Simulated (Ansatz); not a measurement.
Input file for C6H15Cl3GaP, SMILES `CC[P+](CC)(CC)[Ga-]([Cl])([Cl])[Cl]`:

```yaml
crystal:
  periodic: [false, false, false]
  atoms:
    - {symbol: C, position_ang: [1.442552, 2.321836, 0.592994]}
    - {symbol: C, position_ang: [0.675710, 1.176873, 1.240446]}
    - {symbol: P, position_ang: [-0.037967, 0.021999, 0.031635]}
    - {symbol: C, position_ang: [-1.262972, 0.947363, -0.941631]}
    - {symbol: C, position_ang: [-1.968089, 0.091027, -1.984572]}
    - {symbol: C, position_ang: [-0.940066, -1.249104, 0.966970]}
    - {symbol: C, position_ang: [-0.036086, -2.091059, 1.857000]}
    - {symbol: Ga, position_ang: [1.646920, -0.943478, -1.364846]}
    - {symbol: Cl, position_ang: [1.864623, 0.483259, -2.993371]}
    - {symbol: Cl, position_ang: [0.805922, -2.860187, -1.959927]}
    - {symbol: Cl, position_ang: [3.385654, -1.092520, -0.064936]}
    - {symbol: H, position_ang: [0.794372, 2.955812, -0.014381]}
    - {symbol: H, position_ang: [1.892397, 2.949907, 1.363759]}
    - {symbol: H, position_ang: [2.245909, 1.949208, -0.045076]}
    - {symbol: H, position_ang: [1.348611, 0.580425, 1.862523]}
    - {symbol: H, position_ang: [-0.131696, 1.543317, 1.883438]}
    - {symbol: H, position_ang: [-0.708885, 1.752687, -1.431552]}
    - {symbol: H, position_ang: [-1.974723, 1.408989, -0.248925]}
    - {symbol: H, position_ang: [-1.252974, -0.363276, -2.672748]}
    - {symbol: H, position_ang: [-2.553754, -0.708882, -1.528423]}
    - {symbol: H, position_ang: [-2.650526, 0.707935, -2.571600]}
    - {symbol: H, position_ang: [-1.729621, -0.755665, 1.543762]}
    - {symbol: H, position_ang: [-1.424209, -1.883148, 0.219196]}
    - {symbol: H, position_ang: [-0.621518, -2.868134, 2.351312]}
    - {symbol: H, position_ang: [0.746340, -2.581696, 1.275219]}
    - {symbol: H, position_ang: [0.444067, -1.493478, 2.633724]}
basis:
  gaussian: {orbitals: def2-SVP}
correlation: {method: ccsd_t}
```

```sh
$ ansatz run in.yaml --threads 11 --pin off --events-out ev --progress --plain --max-ram 174080MiB --backend cuda --devices 0, --max-vram 75GiB
```

The program prints (abridged):

```
Functional definition: HF
2602 factors; integrals over basis functions are off by at most 1.1e-3 eV
mean field evaluation 1: about -105512.1498 eV, gradient 4.3e1 eV
mean field evaluation 2: about -105512.1612 eV, gradient 4.3e1 eV
mean field evaluation 4: about -105517.7327 eV, gradient 5.6e0 eV
mean field evaluation 8: about -105517.8179 eV, gradient 2.6e-1 eV
mean field evaluation 16: about -105517.8015 eV, gradient 1.6e0 eV
mean field -105517.81821129 eV, -3877.7082967190 hartree, gradient 1.1e-6 eV, S^2 0.000000; 0 other end points of the search recorded, 0 dependent functions left out
35 core orbitals not correlated: weight in the atoms' cores, before any rotation towards them, 1.000 or more for the frozen orbitals, at most 0.000 for the correlated occupied ones
reference -105517.81821129 eV, -3877.7082967190 hartree; 39, 39 occupied and 189, 189 virtual orbitals, 2602 factors
second order -43.58732110 eV of doubles, -0.00000000 eV of singles
cycle   1  -45.44895146 eV  change    -1.9e0 eV  update   1.4e-1
cycle   2  -46.56708755 eV  change    -1.1e0 eV  update   3.9e-2
cycle   3  -46.75231849 eV  change   -1.9e-1 eV  update   1.7e-2
cycle   4  -46.75367256 eV  change   -1.4e-3 eV  update   3.7e-3
cycle   5  -46.75286144 eV  change    8.1e-4 eV  update   1.2e-3
cycle   6  -46.75281659 eV  change    4.5e-5 eV  update   3.4e-4
cycle   7  -46.75275957 eV  change    5.7e-5 eV  update   1.2e-4
cycle   8  -46.75278413 eV  change   -2.5e-5 eV  update   4.0e-5
perturbative correction -1.38828889 eV, -0.0510186756 hartree
Total energy: -105565.95928431 eV, -3879.4774485211 hartree
```

It took 5.5 s on 11 threads of an AMD EPYC 7R13 on a shared host and a whole NVIDIA H100 80 GB, with 1.9 GiB of host memory at the peak.

Correlation energy per correlated electron: -0.617 eV. T1 diagnostic: 0.0092.
